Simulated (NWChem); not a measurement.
# LiOH; SMILES [Li][OH]

```xyz
3

Li    -0.7681    -0.7187    -0.6607
O      0.1917     0.1794     0.1649
H      0.7808     0.7305     0.6716
```
Atoms are numbered in this order, from 1.

All runs: NWChem. Pople sets run with spherical d functions. Structure relaxed at the PBE0/def2-SVP level. Static field.

Question: Taking PBE/aug-cc-pVTZ as the yardstick, which of these has the fewest basis functions while keeping “isotropic polarisability (bohr³)” within 5 % of it: PBE/Sadlej pVTZ; PBE/aug-cc-pVDZ; PBE/def2-TZVP; PBE/6-31G*; PBE/6-31+G*; PBE/def2-TZVPD; PBE/def2-SVP; PBE/def2-SVPD?

Answer: PBE/aug-cc-pVDZ (a larger set in the list lies outside the tolerance).
```tsv
level	basis functions	isotropic polarisability (bohr³)	relative time (rough)
PBE/def2-SVP	28	15.0	1
PBE/6-31G*	30	18.5	1
PBE/6-31+G*	38	17.3	2
PBE/def2-SVPD	43	19.2	2
PBE/def2-TZVP	51	15.4	3
PBE/aug-cc-pVDZ	55	20.9	5
PBE/Sadlej pVTZ	57	21.7	5
PBE/def2-TZVPD	66	20.2	5
PBE/aug-cc-pVTZ	115	21.6	30
```

The yardstick is one finite set, not the basis-set limit.
